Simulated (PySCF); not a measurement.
Geometry (Å), atoms numbered from 1 in this order:
```xyz
22

B    -1.462   -1.688    0.112
N    -1.212   -0.106    0.006
C    -2.282    0.705    0.071
C    -2.187    2.083   -0.002
C    -0.924    2.652   -0.148
C     0.178    1.815   -0.218
C     0.024    0.425   -0.139
C     1.174   -0.495   -0.201
C     2.404   -0.142   -1.002
C     2.473   -0.133    0.483
H    -0.843   -2.088    1.094
H    -1.037   -2.195   -0.922
H    -2.669   -1.832    0.235
H    -3.235    0.189    0.186
H    -3.091    2.691    0.056
H    -0.800    3.736   -0.209
H     1.178    2.234   -0.334
H     0.881   -1.544   -0.179
H     2.880   -0.959   -1.548
H     2.410    0.814   -1.533
H     3.000   -0.942    0.995
H     2.519    0.831    0.998
```

Geometry: PBE0-D3(BJ)/def2-SVP; GIAO absolute shieldings from PySCF 2.14, gas phase, non-relativistic, averaged over equivalent atoms.

At PBE0/pcSseg-1 (230 basis functions, 35 s wall time on 1 thread of an Arm Neoverse V2, shared host):
| atoms | σ (ppm) |
| --- | --- |
| B1 | 117.3 |
| N2 | -20.0 |
| C7 | 13.2 |
| C3 | 29.0 |
| C5 | 41.3 |
| C4 | 60.1 |
| C6 | 62.8 |
| C9/C10 | 167.5 |
| C8 | 168.5 |
| H14 | 22.18 |
| H16 | 23.61 |
| H15 | 24.25 |
| H17 | 24.81 |
| H18 | 27.29 |
| H11/H12/H13 | 28.13 |
| H19/H21 | 29.80 |
| H20/H22 | 30.56 |

Q: Predict the values at wB97X-D/pcSseg-1 on the same geometry.

A: 
```
      atoms  σ at wB97X-D/pcSseg-1  change
         B1                  118.1    +0.8
         N2                  -19.9    +0.1
         C7                   11.0    -2.2
         C3                   26.9    -2.1
         C5                   38.7    -2.6
         C4                   59.5    -0.6
         C6                   62.0    -0.8
     C9/C10                  168.3    +0.8
         C8                  169.6    +1.1
        H14                  22.29   +0.11
        H16                  23.64   +0.03
        H15                  24.33   +0.08
        H17                  24.87   +0.06
        H18                  27.44   +0.15
H11/H12/H13                  28.32   +0.19
    H19/H21                  29.95   +0.15
    H20/H22                  30.67   +0.11
```

The largest change is at C5 (aromatic CH). Cost: 230 basis functions, 45 s wall time on 1 thread of an Arm Neoverse V2, shared host. The order of the carbon signals is the same at both levels.
